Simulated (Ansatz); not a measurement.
Compare A (`C=N[SiH2]S`) with its isomer B (`N[SiH2]C=S`).

Isolated molecules relaxed with PBE0-D4/def2-TZVP in Ansatz; ΔE leaves out vibrations. CCSD(T)/CBS is the MP2 limit (def2-TZVPP, def2-QZVPP) plus CCSD(T) − MP2 in def2-TZVPP, frozen cores. Functionals use def2-TZVPP. B3LYP here is the variant with VWN-RPA as its local correlation; programs differ in this. Each species was taken in one conformer, which may not be the lowest.

Question: Which isomer does CCSD(T)/CBS put lower? Give the gap. (Estimate.)

Answer: The calculation gave: A, by 9.8 kcal/mol.

Question: Give E(B) − E(A) in kcal/mol with CCSD/def2-TZVPP, BLYP-D4, B2PLYP, PBE-D4, LDA (SPW92), B3LYP-D4, CCSD(T)/def2-TZVPP. (Best estimate.)

Answer: Computed: CCSD/def2-TZVPP 11.3, BLYP-D4 11.0, B2PLYP 11.0, PBE-D4 11.0, LDA (SPW92) 8.7, B3LYP-D4 11.3, CCSD(T)/def2-TZVPP 10.6. None reverses the order clearly.

Question: Does the order hold for the free energy at 298.15 K (harmonic terms from PBE0-D4)? (Estimate.)

Answer: Computed: Yes: G(B) − G(A) = +10.6 kcal/mol, for one conformer each.

Largest T1 diagnostic: 0.014.

From BLYP to BHLYP (50 % exact exchange), in def2-TZVPP and without D4, E(B) − E(A) moves by +0.8 kcal/mol. Leaving LDA and LC-ωPBE aside and taking each functional with its dispersion term where it has one, the values, not all of them listed here, spread over 1.5 kcal/mol, from PBE-D4 to ωB97X-V. LDA lies −2.4 kcal/mol from PBE without D4.
